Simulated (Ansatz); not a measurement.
Basis-set extrapolation for C₃H₈OSi, SMILES `C=C([SiH3])OC` (PBE0-D4/def2-TZVP geometry, frozen core, the Gaussian-basis code of Ansatz). Multiplicity 1, RHF reference.

```
                      def2-TZVPP   def2-QZVPP
                 HF  -482.103074  -482.121152
    MP2 correlation    -0.862535    -0.922382
CCSD(T) correlation    -0.949590      not run
```

Energies in hartree. Use E(X) = E(∞) + A·exp(−7.88·√X) for Hartree–Fock and E(X) = E(∞) + B·X^(−2.97) for correlation, with X = 3 and 4, and add CCSD(T) minus MP2 of the smaller set to the MP2 limit.

Task: What is the CCSD(T) energy at the basis-set limit?

Result: HF limit: -482.121152 + (-0.018078) × 0.13774 = -482.12364. MP2 limit: -0.922382 + (-0.059847) × 0.74074 = -0.96671. Higher-order term: -0.949590 − (-0.862535) = -0.08705. Total: -483.17740 hartree, 3.39 eV below CCSD(T)/def2-TZVPP.
